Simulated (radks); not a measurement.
Rb2+, configuration [Ar] 3d10 4s2 4p5. Calculated with a radial shooting solver on a logarithmic mesh with Libxc functionals: scalar-relativistic Kohn-Sham, r2SCAN, spin-unpolarised, spherical densities, finite nucleus; meta-GGA in the generalised Kohn-Sham scheme; Fermi nuclear charge, rms radius 4.2036 fm.

Normalised radial functions P(r) = r R(r), r in bohr:

```
   r/bohr * 3p (the largest magnitude, 1.45, reaches the edge; | marks zero)
 0.003396                             *
 0.005027                             *
 0.007499                             |*
   0.0111                             |*
  0.01642                             | *
   0.0245                             |   *
  0.03626                             |      *
  0.05366                             |          *
  0.08006                             |              *
   0.1185                             |             *
   0.1753                             |   *
   0.2616               *             |
   0.3871  *                          |
   0.5729    *                        |
   0.8547                 *           |
    1.265                          *  |
    1.872                             *
    2.793                             *
    4.133                             *
```

3p: eigenvalue -249.66 eV, 1 radial node at r = 0.194 bohr, <r> = 0.518 bohr, 90 % of the charge inside 0.787 bohr.
